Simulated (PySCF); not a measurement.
Ligands exchanged one at a time, B SiH3-SH. All species are isolated molecules in the gas phase. One relaxed conformer stands for each flexible species; it need not be the lowest. Strings in code marks are SMILES.

All values below come from PySCF with TPSSh-D3(BJ)/def2-TZVP // B3LYP-D3(BJ)/def2-TZVP. Excitations are Tamm–Dancoff values on a coarser integration grid. The basis has no diffuse functions, so Rydberg states are missing or too high.

```
species                                                                                  S1–T1 gap (TDA) (eV)  HOMO–LUMO gap (eV)  S1 oscillator strength
---------------------------------------------------------------------------------------  --------------------  ------------------  ----------------------
0 of 3 SiH3 replaced by SH (`B([SiH3])([SiH3])[SiH3]`)                                                   0.79                 [?]                     [?]
1 of 3 SiH3 replaced by SH (`[SiH3]B([SiH3])S` (Si–B–S–H torsion 1°))                                    0.75                4.65                   0.000
2 of 3 SiH3 replaced by SH (`[SiH3]B(S)S` (S–B–S–H torsion 180°, S–B–S–H torsion 180°))                   [?]                5.07                   0.001
3 of 3 SiH3 replaced by SH (`SB(S)S`)                                                                    0.66                5.76                   0.000
```

**Question.** Some entries are withheld; supply them.

**Answer.** 
- 0 of 3 SiH3 replaced by SH (`B([SiH3])([SiH3])[SiH3]`), HOMO–LUMO gap (eV): 3.87
- 0 of 3 SiH3 replaced by SH (`B([SiH3])([SiH3])[SiH3]`), S1 oscillator strength: 0.000
- 2 of 3 SiH3 replaced by SH (`[SiH3]B(S)S` (S–B–S–H torsion 180°, S–B–S–H torsion 180°)), S1–T1 gap (TDA) (eV): 1.13
